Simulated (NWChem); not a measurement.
System: CdSiH4; SMILES [SiH3][CdH]

NWChem input:

```
start job
memory heap 200 mb stack 900 mb global 1100 mb
geometry units angstroms noautosym nocenter noautoz
  Cd    -0.342826    -0.581087    -0.009489
  H     -0.497390    -2.268367    -0.014606
  Si    -0.112524     1.927589    -0.001864
  H      1.041172     2.382726     0.841881
  H     -1.338555     2.602391     0.537984
  H      0.114349     2.475614    -1.379588
end
basis spherical
  * library def2-svp
end
ecp
  Cd library def2-ecp
end
dft
  xc xcamb88 1.00 lyp 0.81 vwn_5 0.19 hfexch 1.00
  cam 0.33 cam_alpha 0.19 cam_beta 0.46
  iterations 150
  vectors input atomic output neutral.movecs
end
task dft energy
charge 1
dft
  odft
  mult 2
  vectors input atomic output cation.movecs
end
task dft energy
```

Output (shortened):

```
             Northwest Computational Chemistry Package (NWChem) 7.3.0
             --------------------------------------------------------

                             Geometry "geometry" -> ""
                             -------------------------

 Output coordinates in angstroms (scale by  1.889725989 to convert to a.u.)

  No.       Tag          Charge          X              Y              Z
 ---- ---------------- ---------- -------------- -------------- --------------
    1 Cd                  48.0000    -0.34282600    -0.58108700    -0.00948900
    2 H                    1.0000    -0.49739000    -2.26836700    -0.01460600
    3 Si                  14.0000    -0.11252400     1.92758900    -0.00186400
    4 H                    1.0000     1.04117200     2.38272600     0.84188100
    5 H                    1.0000    -1.33855500     2.60239100     0.53798400
    6 H                    1.0000     0.11434900     2.47561400    -1.37958800

 Effective nuclear repulsion energy (a.u.)     196.2440754581

                                 NWChem DFT Module
                                 -----------------

 Summary of "ao basis" -> "ao basis" (spherical)
 ------------------------------------------------------------------------------
       Tag                 Description            Shells   Functions and Types
 ---------------- ------------------------------  ------  ---------------------
 Cd                         def2-svp                11       31   5s3p2d1f
 H                          def2-svp                 3        5   2s1p
 Si                         def2-svp                 8       18   4s3p1d

            General Information
            -------------------
          SCF calculation type: DFT
          Wavefunction type:  closed shell.
          No. of atoms     :     6
          No. of electrons :    38
           Alpha electrons :    19
            Beta electrons :    19
          Charge           :     0
          Spin multiplicity:     1
          Use of symmetry is: off; symmetry adaption is: off
          Maximum number of iterations: 150
          AO basis - number of functions:    69
                     number of shells:    31
          Convergence on energy requested:  1.00D-06
          Convergence on density requested:  1.00D-05
          Convergence on gradient requested:  5.00D-04

              XC Information
              --------------
                     Hartree-Fock (Exact) Exchange  1.000
                   CAM-Becke88 Exchange Functional  1.000
                      VWN V Correlation Functional  0.190 local
              Lee-Yang-Parr Correlation Functional  0.810

           Range-Separation Parameters
           ---------------------------
           Alpha           :  0.19
           Beta            :  0.46
           Gamma           :  0.33
           Short-Range HF  :     F

             Grid Information
             ----------------
          Grid used for XC integration:  medium
          Radial quadrature: Mura-Knowles
          Angular quadrature: Lebedev.
          Tag              B.-S. Rad. Rad. Pts. Rad. Cut. Ang. Pts.
          ---              ---------- --------- --------- ---------
          Cd                  1.55      123          10.0       590
          H                   0.35       45          12.0       434
          Si                  1.10       88          11.0       590
          Grid pruning is: on
          Number of quadrature shells:   391
          Spatial weights used:  Erf1

      Superposition of Atomic Density Guess
      -------------------------------------

 Sum of atomic energies:        -482.70934639

      Non-variational initial energy
      ------------------------------

 Total energy =    -457.964679
 1-e energy   =    -883.043184
 2-e energy   =     333.070634
 HOMO         =      -0.249506
 LUMO         =       0.035744

   convergence    iter        energy       DeltaE   RMS-Dens  Diis-err
 ---------------- ----- ----------------- --------- --------- ---------
 d= 0,ls=0.0,diis     1   -459.4477267765 -5.51D+02  9.13D-03  1.40D-01
 d= 0,ls=0.0,diis     2   -459.4707905246 -2.31D-02  1.84D-03  7.51D-03
 d= 0,ls=0.0,diis     3   -459.4718507203 -1.06D-03  6.21D-04  2.83D-03
 d= 0,ls=0.0,diis     4   -459.4721533596 -3.03D-04  1.47D-04  2.75D-05
 d= 0,ls=0.0,diis     5   -459.4721590563 -5.70D-06  4.57D-05  3.31D-06
 d= 0,ls=0.0,diis     6   -459.4721596310 -5.75D-07  9.83D-06  4.92D-07

         Total DFT energy =     -459.472159631010
      One electron energy =     -883.378731575526
           Coulomb energy =      369.629459763635
    Exchange-Corr. energy =      -37.730758132034
 Nuclear repulsion energy =       92.007870312916

 Numeric. integr. density =       37.999970754883

                       DFT Final Molecular Orbital Analysis
                       ------------------------------------

 Vector   17  Occ=2.000000D+00  E=-3.997961D-01
              MO Center=  3.8D-01,  2.2D+00,  6.2D-02, r^2= 2.2D+00
   Bfn.  Coefficient  Atom+Function         Bfn.  Coefficient  Atom+Function
  ----- ------------  ---------------      ----- ------------  ---------------
    55      0.357990  4 H  s                 65     -0.260970  6 H  s
    46      0.232319  3 Si pz                56      0.205262  4 H  s
    44      0.180367  3 Si px                49      0.174419  3 Si pz
    66     -0.149640  6 H  s                 47      0.135408  3 Si px
    43     -0.133152  3 Si pz                41     -0.103375  3 Si px

 Vector   18  Occ=2.000000D+00  E=-3.882704D-01
              MO Center= -3.8D-01, -9.7D-01, -1.1D-02, r^2= 3.1D+00
   Bfn.  Coefficient  Atom+Function         Bfn.  Coefficient  Atom+Function
  ----- ------------  ---------------      ----- ------------  ---------------
     4      0.590519  1 Cd s                  2     -0.380900  1 Cd s
    32      0.280132  2 H  s                 19      0.195437  1 Cd d  2
    33      0.161983  2 H  s                  1      0.157006  1 Cd s
     5      0.156515  1 Cd s                  3     -0.148431  1 Cd s
    17      0.114736  1 Cd d  0              45     -0.111913  3 Si py

 Vector   19  Occ=2.000000D+00  E=-3.068730D-01
              MO Center= -2.7D-01,  2.1D-01, -7.1D-03, r^2= 4.7D+00
   Bfn.  Coefficient  Atom+Function         Bfn.  Coefficient  Atom+Function
  ----- ------------  ---------------      ----- ------------  ---------------
    48      0.294823  3 Si py                45      0.283165  3 Si py
    32      0.276907  2 H  s                 33      0.244150  2 H  s
    10     -0.229131  1 Cd py                 7      0.220163  1 Cd py
     4     -0.161983  1 Cd s                 42     -0.155358  3 Si py
    40     -0.151180  3 Si s                 39     -0.124711  3 Si s

 Vector   20  Occ=0.000000D+00  E=-1.083427D-02
              MO Center= -3.3D-01, -3.8D-01,  8.5D-03, r^2= 5.9D+00
   Bfn.  Coefficient  Atom+Function         Bfn.  Coefficient  Atom+Function
  ----- ------------  ---------------      ----- ------------  ---------------
    14      0.807159  1 Cd pz                66      0.262071  6 H  s
    11      0.242780  1 Cd pz                 8     -0.222530  1 Cd pz
    49      0.167672  3 Si pz                61     -0.132067  5 H  s
    56     -0.129847  4 H  s                 12     -0.106524  1 Cd px
    65      0.099959  6 H  s                 51     -0.067014  3 Si d -1

 Vector   21  Occ=0.000000D+00  E=-1.082466D-02
              MO Center= -3.2D-01, -3.9D-01, -2.6D-02, r^2= 5.9D+00
   Bfn.  Coefficient  Atom+Function         Bfn.  Coefficient  Atom+Function
  ----- ------------  ---------------      ----- ------------  ---------------
    12      0.803827  1 Cd px                 9      0.241760  1 Cd px
    56     -0.227561  4 H  s                 61      0.226216  5 H  s
     6     -0.221599  1 Cd px                47      0.166847  3 Si px
    14      0.106761  1 Cd pz                55     -0.086814  4 H  s
    60      0.086297  5 H  s                 13     -0.074089  1 Cd py

 Vector   22  Occ=0.000000D+00  E= 3.955893D-02
              MO Center= -2.9D-01,  2.7D-02, -8.2D-03, r^2= 6.5D+00
   Bfn.  Coefficient  Atom+Function         Bfn.  Coefficient  Atom+Function
  ----- ------------  ---------------      ----- ------------  ---------------
     5      1.436814  1 Cd s                 40     -1.287109  3 Si s
    48      0.637535  3 Si py                13      0.629487  1 Cd py
    33     -0.472875  2 H  s                 39     -0.373284  3 Si s
    56      0.240301  4 H  s                 61      0.240650  5 H  s
    66      0.240600  6 H  s                 38     -0.225559  3 Si s

     Multipole analysis of the density
     ---------------------------------

     L   x y z        total         alpha         beta         nuclear
     -   - - -        -----         -----         ----         -------
     0   0 0 0     -0.000000    -19.000000    -19.000000     38.000000

     1   1 0 0     -0.011197      8.604257      8.604257    -17.219712
     1   0 1 0     -0.118522    -19.482687    -19.482687     38.846851
     1   0 0 1     -0.000468      0.217278      0.217278     -0.435024

     2   2 0 0    -27.306635    -23.766746    -23.766746     20.226857
     2   1 1 0     -0.619346     -2.731507     -2.731507      4.843668
     2   1 0 1     -0.001863     -0.132936     -0.132936      0.264009
     2   0 2 0    -34.710057   -164.653590   -164.653590    294.597124
     2   0 1 1     -0.021710     -0.160478     -0.160478      0.299245
     2   0 0 2    -27.255962    -18.812302    -18.812302     10.368643

                                 NWChem DFT Module
                                 -----------------

[...]
```

Level: CAM-B3LYP/def2-SVP with def2 effective core potentials on Cd, vertical spin-unrestricted ions. Structure relaxed at the PBE0/def2-SVP level. No frequency run checked for a minimum. def2 effective core potentials on Cd; no spin-orbit coupling.
